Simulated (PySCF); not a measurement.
Al(OH)2(SH) (AlH3O2S), SMILES [OH][Al]([OH])[SH]. Geometry optimised at PBE0-D3(BJ)/def2-SVP. The values are those of a single conformer.

Computed with PBE0-D3(BJ)/def2-SVP run with PySCF 2.14.0.

Harmonic wavenumbers (cm⁻¹): 163, 208, 219, 252, 301, 327, 463, 537, 584, 643, 831, 965, 2714, 3984, 4000. Rotational constants (GHz): 6.409, 3.088, 2.084; symmetry number 1.

Problem. Work out the zero-point energy and the ideal-gas rigid-rotor harmonic-oscillator thermochemistry at 298.15 K and 1 atm.

Solution. ZPE = ½ Σ hcν = ½ × 16190 cm⁻¹ = 96.84 kJ/mol. H − E(el) = 116.90 kJ/mol. Entropy in J/(mol K): translation 165.42, rotation 110.70, vibration 56.20, total 332.32. G − E(el) = 17.82 kJ/mol. Cp = 100.67 J/(mol K).
